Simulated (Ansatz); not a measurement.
`CB(S)CCl` + `[CH3][Al]([Cl])[Br]` → `CB(C)CCl` + `[SH][Al]([Cl])[Br]`  (redistribution)

Isolated molecules relaxed with PBE0-D4/def2-TZVP in Ansatz; ΔE leaves out vibrations. CCSD(T)/CBS adds triple-zeta CCSD(T) − MP2 to the extrapolated MP2 energy (def2 sets, frozen cores). DFT in def2-TZVPP. B3LYP here is the variant with VWN-RPA as its local correlation; programs differ in this. For Br outer-core shells are correlated without core-valence functions, which leaves a few kJ/mol of doubt a bond. Scalar relativity is left out up to krypton. One conformer a species, not always the lowest.

`CB(S)CCl`:

```xyz
11

C     0.623   -0.224    1.429
B     0.032    0.370    0.103
S    -0.176    2.129   -0.035
C    -0.359   -0.646   -1.038
Cl   -1.151    0.004   -2.497
H     1.115    0.512    2.065
H     1.324   -1.041    1.234
H    -0.197   -0.662    2.012
H    -0.734    2.135   -1.262
H    -1.022   -1.416   -0.636
H     0.545   -1.162   -1.375
```

`[CH3][Al]([Cl])[Br]`:

Cartesian coordinates in Å:
```
C -0.186 -0.730 -0.637
Al 0.166 0.690 0.620
Cl -0.776 0.735 2.486
Br 1.593 2.370 0.173
H 0.383 -0.605 -1.560
H 0.070 -1.698 -0.198
H -1.251 -0.762 -0.885
```

`CB(C)CCl`:

Z-matrix (Å, degrees):
```
C
B 1 1.564
H 1 1.093 2 113.7
H 1 1.101 2 106.6 3 -116.7
H 1 1.092 2 114.1 3 126.3
C 2 1.564 1 122.6 3 -157.0
C 2 1.581 1 118.7 3 25.6
H 6 1.093 2 113.6 1 156.1
H 6 1.101 2 106.6 1 -87.3
H 6 1.092 2 114.2 1 29.8
Cl 7 1.807 2 96.2 1 -91.1
H 7 1.089 2 117.2 1 156.4
H 7 1.089 2 117.2 1 21.4
```

`[SH][Al]([Cl])[Br]`:

```xyz
5

S     0.313   -1.125   -1.290
Al   -0.137   -0.019    0.508
Cl   -0.632   -1.076    2.227
Br   -0.079    2.218    0.545
H     0.535    0.002   -1.990
```

Question: Is it downhill or uphill in electronic energy at CCSD(T)/CBS, and by how much? (Best estimate.)

Answer: Computed: Downhill: ΔE = -3.4 kcal/mol.

Question: What do these levels give: B3LYP-D4, ωB97X-V, B2PLYP, B3LYP, HF/def2-TZVPP, SCS-MP2/def2-QZVPP? (An estimate is asked.)

Answer: Ansatz gave: B3LYP-D4 -2.9, ωB97X-V -3.1, B2PLYP -2.9, B3LYP -2.7, HF/def2-TZVPP -6.6, SCS-MP2/def2-QZVPP -3.8 kcal/mol.

Largest T1 diagnostic among the species: 0.012.

In def2-TZVPP, CCSD(T) changes the Hartree–Fock value by +3.2 kcal/mol (the triples alone add +0.6 kcal/mol) and MP2 by +3.5 kcal/mol. From PBE to PBE0 (25 % exact exchange), in def2-TZVPP and without D4, ΔE moves by −1.1 kcal/mol.
